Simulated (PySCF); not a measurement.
F2H2HfS2, multiplicity 1. Atoms are numbered in the order given.

```xyz
7

Hf     0.0000     0.0000     0.2124
F      0.0000    -1.5119     1.3776
F      0.0000     1.5119     1.3776
S     -1.9764     0.0000    -1.2403
H     -2.8482     0.0000    -0.2000
S      1.9764     0.0000    -1.2403
H      2.8482     0.0000    -0.2000
```
Charge 0, spin multiplicity 1.

The structure is a stationary point at B3LYP-D3(BJ)/def2-SVP. A frequency run showed that this geometry is not a minimum. The multiplicity is an assumed one; other spin states were not compared. The def2 effective core potentials stand for the cores of Hf; spin–orbit coupling is left out. The values are those of a single conformer.

The numbers are results of TDA-PBE/def2-SVPD in PySCF 2.14.0, not measurements.

Vertical excitations. Gas-phase values at a fixed geometry. State labels are in the subgroup C2v.

Q: List the lowest excited states. (Estimate from the structure and the level; the computed values follow.)

A: 
```csv
state,symmetry,energy (eV),λ (nm),f,main pairs
S1,A2,3.74,332,0.000,HOMO→LUMO 100 %
S2,B2,3.74,331,0.000,HOMO−1→LUMO 100 %
S3,B1,4.59,270,0.003,"HOMO−2→LUMO 86 %, HOMO−1→LUMO+1 14 %"
S4,A1,4.99,248,0.007,"HOMO→LUMO+1 67 %, HOMO−3→LUMO 28 %"
S5,B1,5.07,244,0.062,HOMO−1→LUMO+1 77 %
S6,A2,5.21,238,0.000,HOMO−1→LUMO+2 99 %
S7,B2,5.23,237,0.003,HOMO→LUMO+2 98 %
S8,A1,5.46,227,0.022,"HOMO−3→LUMO 64 %, HOMO→LUMO+1 16 %"
S9,A2,5.48,226,0.000,HOMO→LUMO+3 98 %
S10,B2,5.53,224,0.052,"HOMO−1→LUMO+3 85 %, HOMO−2→LUMO+1 13 %"
T1,A2,3.59,346,0,HOMO→LUMO 100 %
T2,B2,3.60,344,0,HOMO−1→LUMO 100 %
T3,B1,4.23,293,0,HOMO−2→LUMO 98 %
T4,A1,4.44,279,0,HOMO→LUMO+1 90 %
```
Triplets are in the Tamm–Dancoff approximation.
